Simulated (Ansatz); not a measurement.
Basis-set extrapolation for CH$_{7}$AlFNSi (`[CH3][Al]([NH2])[SiH2]F`) (PBE0-D4/def2-TZVP geometry, frozen core, Ansatz 0.2.0). Multiplicity 1, RHF reference.

|  | def2-TZVPP | def2-QZVPP |
| --- | --- | --- |
| HF | -726.895644 | -726.921797 |
| MP2 correlation | -0.842684 | -0.909472 |
| CCSD(T) correlation | -0.920077 | not run |

Energies in hartree. Use E(X) = E(∞) + A·exp(−7.88·√X) for Hartree–Fock and E(X) = E(∞) + B·X^(−2.97) for correlation, with X = 3 and 4, and add CCSD(T) minus MP2 of the smaller set to the MP2 limit.

**Question.** What is the CCSD(T) energy at the basis-set limit?

**Answer.** HF limit: -726.921797 + (-0.026153) × 0.13774 = -726.92540. MP2 limit: -0.909472 + (-0.066788) × 0.74074 = -0.95894. Higher-order term: -0.920077 − (-0.842684) = -0.07739. Total: -727.96173 hartree, 91.6 kcal/mol below CCSD(T)/def2-TZVPP.
